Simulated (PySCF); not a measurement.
HF5OW, singlet, geometry from GFN2-xTB (such geometries of metal compounds can be far from the true shape) (core potentials on W); DF-CAMB3LYP/def2-SVP (PySCF).

Input for PySCF:
```python
from pyscf import gto, scf, dft

mol = gto.Mole()
mol.atom = '''
    W     0.00634034   -0.01303555    0.00301076
    F    -0.78081071    1.60532460   -0.37077427
    F     1.41436142    0.93232006    0.77031304
    F     0.84277491    0.09380034   -1.65648816
    F    -0.89290696    0.00926971    1.63268256
    F    -1.46449346   -0.82925000   -0.79411864
    O     0.78305903   -1.60994707    0.37184191
    H     1.19601609   -2.45897504    0.56793790
'''
mol.basis = 'def2-svp'
mol.ecp = {'W': 'def2-svp'}
mol.verbose = 4
mol.build()

mf = dft.RKS(mol)
mf.xc = 'camb3lyp'
mf = mf.density_fit(auxbasis='def2-universal-jkfit')
mf.kernel()
mf.analyze()
```

Question: Predict the main parts of the log of this PySCF run.

Answer: 
```
PySCF version 2.14.0

[INPUT] verbose = 4
[INPUT] num. atoms = 8
[INPUT] num. electrons = 68
[INPUT] charge = 0
[INPUT] spin (= nelec alpha-beta = 2S) = 0
[INPUT] symmetry False subgroup None
[INPUT] Mole.unit = angstrom
[INPUT] Symbol           X                Y                Z      unit          X                Y                Z       unit  Magmom
[INPUT]  1 W      0.006340340000  -0.013035550000   0.003010760000 AA    0.011981506137  -0.024633619383   0.005689511827 Bohr   0.0
[INPUT]  2 F     -0.780810710000   1.605324600000  -0.370774270000 AA   -1.475518397027   3.033623835027  -0.700661824336 Bohr   0.0
[INPUT]  3 F      1.414361420000   0.932320060000   0.770313040000 AA    2.672755724951   1.761829573838   1.455680675781 Bohr   0.0
[INPUT]  4 F      0.842774910000   0.093800340000  -1.656488160000 AA    1.592613764555   0.177256952991  -3.130308950985 Bohr   0.0
[INPUT]  5 F     -0.892906960000   0.009269710000   1.632682560000 AA   -1.687349609118   0.017517213154   3.085322886754 Bohr   0.0
[INPUT]  6 F     -1.464493460000  -0.829250000000  -0.794118640000 AA   -2.767491550617  -1.567055388796  -1.500666740012 Bohr   0.0
[INPUT]  7 O      0.783059030000  -1.609947070000   0.371841910000 AA    1.479767106068  -3.042359037346   0.702679371535 Bohr   0.0
[INPUT]  8 H      1.196016090000  -2.458975040000   0.567937900000 AA    2.260142850673  -4.646789372741   1.073247086761 Bohr   0.0

nuclear repulsion = 448.966405656396
number of shells = 51
number of NR pGTOs = 208
number of NR cGTOs = 121
basis = def2-svp
ecp = {'W': 'def2-svp'}

******** <class 'pyscf.df.df_jk.DFRKS'> ********
method = DFRKS
initial guess = minao
damping factor = 0
level_shift factor = 0
DIIS = <class 'pyscf.scf.diis.CDIIS'>
diis_start_cycle = 1
diis_space = 8
diis_damp = 0
SCF conv_tol = 1e-09
SCF conv_tol_grad = None
SCF max_cycles = 50
direct_scf = False
XC library pyscf.dft.libxc version 7.1.2
    S. Lehtola, C. Steigemann, M. J. T. Oliveira, and M. A. L. Marques,  SoftwareX 7, 1–5 (2018)
XC functionals = camb3lyp
    T. Yanai, D. P. Tew, and N. C. Handy,  Chem. Phys. Lett. 393, 51 (2004)
radial grids:
    Treutler-Ahlrichs [JCP 102, 346 (1995); DOI:10.1063/1.469408] (M4) radial grids

becke partition: Becke, JCP 88, 2547 (1988); DOI:10.1063/1.454033
pruning grids: <function nwchem_prune>
grids dens level: 3
symmetrized grids: False
atomic radii adjust function: <function treutler_atomic_radii_adjust>
small_rho_cutoff = 0
Set gradient conv threshold to 3.16228e-05
Initial guess from minao.
tot grids = 119512
******** <class 'pyscf.df.df.DF'> ********
auxbasis = def2-universal-jkfit
Create RSH-DF object <pyscf.df.df.DF object> for omega=0.33
******** <class 'pyscf.df.df.DF'> ********
auxbasis = auxmol.basis = def2-universal-jkfit
init E= -628.933590905365
  HOMO = -0.689736989700458  LUMO = -0.318076499537764  gap/eV = 10.11340
cycle= 1 E= -641.23533582524  delta_E= -12.3  |g|= 1.72  |ddm|= 7.33
  HOMO = -0.36548172547969  LUMO = -0.241112149054032  gap/eV = 3.38427
cycle= 2 E= -639.425197068548  delta_E= 1.81  |g|=  3.7  |ddm|= 3.37
  HOMO = -0.450986172789043  LUMO = -0.0666122930561381  gap/eV = 10.45935
cycle= 3 E= -641.756187237596  delta_E= -2.33  |g|= 0.258  |ddm|= 2.42
  HOMO = -0.476289356917371  LUMO = -0.126047682635213  gap/eV = 9.53056
cycle= 4 E= -641.768046835065  delta_E= -0.0119  |g|= 0.0789  |ddm|= 0.291
  HOMO = -0.480608785243373  LUMO = -0.111616968284306  gap/eV = 10.04078
cycle= 5 E= -641.768795054486  delta_E= -0.000748  |g|= 0.0506  |ddm|= 0.0767
  HOMO = -0.475617252266373  LUMO = -0.108605857836097  gap/eV = 9.98689
cycle= 6 E= -641.769258937287  delta_E= -0.000464  |g|= 0.00343  |ddm|= 0.0329
  HOMO = -0.475964917515907  LUMO = -0.108681073660456  gap/eV = 9.99430
cycle= 7 E= -641.769260288101  delta_E= -1.35e-06  |g|= 0.00242  |ddm|= 0.00355
  HOMO = -0.475969525959813  LUMO = -0.108712365792495  gap/eV = 9.99358
cycle= 8 E= -641.769261258303  delta_E= -9.7e-07  |g|= 0.000455  |ddm|= 0.00165
  HOMO = -0.475969904068892  LUMO = -0.108771236061592  gap/eV = 9.99198
cycle= 9 E= -641.76926131055  delta_E= -5.22e-08  |g|= 9.15e-05  |ddm|= 0.000492
  HOMO = -0.475968386899606  LUMO = -0.108780161814135  gap/eV = 9.99170
cycle= 10 E= -641.769261313555  delta_E= -3e-09  |g|= 2.21e-05  |ddm|= 0.00013
  HOMO = -0.475967069264697  LUMO = -0.108778771284616  gap/eV = 9.99170
cycle= 11 E= -641.769261313734  delta_E= -1.8e-10  |g|= 4.01e-06  |ddm|= 3.1e-05
  HOMO = -0.475966325271737  LUMO = -0.108778063537355  gap/eV = 9.99170
Extra cycle  E= -641.769261313755  delta_E= -2.09e-11  |g|= 2.49e-06  |ddm|= 7.84e-06
converged SCF energy = -641.769261313755
**** SCF Summaries ****
Total Energy =                        -641.769261313755351
Nuclear Repulsion Energy =             448.966405656396375
One-electron Energy =                -1807.433034527647578
Two-electron Energy =                  716.697367557496023
Two-electron Coulomb Energy =          785.339500414743156
DFT Exchange-Correlation Energy =      -68.642132857247177
HOMO-LUMO gap [eV] =                     9.991701532067069
**** MO energy ****
MO #1   energy= -24.7903817257428  occ= 2
MO #2   energy= -24.7902621101163  occ= 2
MO #3   energy= -24.7900953366873  occ= 2
MO #4   energy= -24.7900863956112  occ= 2
MO #5   energy= -24.7888782395092  occ= 2
MO #6   energy= -19.3040796627177  occ= 2
MO #7   energy= -3.28854991498219  occ= 2
MO #8   energy= -1.92725983972642  occ= 2
MO #9   energy= -1.92426522189146  occ= 2
MO #10  energy= -1.92426469474608  occ= 2
MO #11  energy= -1.27313847998741  occ= 2
MO #12  energy= -1.26707957658726  occ= 2
MO #13  energy= -1.25518089266227  occ= 2
MO #14  energy= -1.2315587782249   occ= 2
MO #15  energy= -1.23155434605422  occ= 2
MO #16  energy= -1.1288366225011   occ= 2
MO #17  energy= -0.717261140133498 occ= 2
MO #18  energy= -0.63788627919406  occ= 2
MO #19  energy= -0.613207775908173 occ= 2
MO #20  energy= -0.613076661257213 occ= 2
MO #21  energy= -0.613075565354271 occ= 2
MO #22  energy= -0.611394242365963 occ= 2
MO #23  energy= -0.55655832233212  occ= 2
MO #24  energy= -0.534419694188391 occ= 2
MO #25  energy= -0.534415281133862 occ= 2
MO #26  energy= -0.525275608362154 occ= 2
MO #27  energy= -0.516366475014424 occ= 2
MO #28  energy= -0.516156179432971 occ= 2
MO #29  energy= -0.516151219348899 occ= 2
MO #30  energy= -0.505803309434138 occ= 2
MO #31  energy= -0.50579967135009  occ= 2
MO #32  energy= -0.493219906305046 occ= 2
MO #33  energy= -0.475967695652729 occ= 2
MO #34  energy= -0.475966325271737 occ= 2
MO #35  energy= -0.108778063537355 occ= 0
MO #36  energy= -0.0985585898669138 occ= 0
MO #37  energy= -0.098557473916523 occ= 0
MO #38  energy= 0.0332398266813492 occ= 0
MO #39  energy= 0.0610817436970947 occ= 0
MO #40  energy= 0.0889318531481054 occ= 0
MO #41  energy= 0.0960839915796928 occ= 0
MO #42  energy= 0.0998381246375716 occ= 0
Dipole moment(X, Y, Z, Debye):  1.79535, -3.69109,  0.85247
```
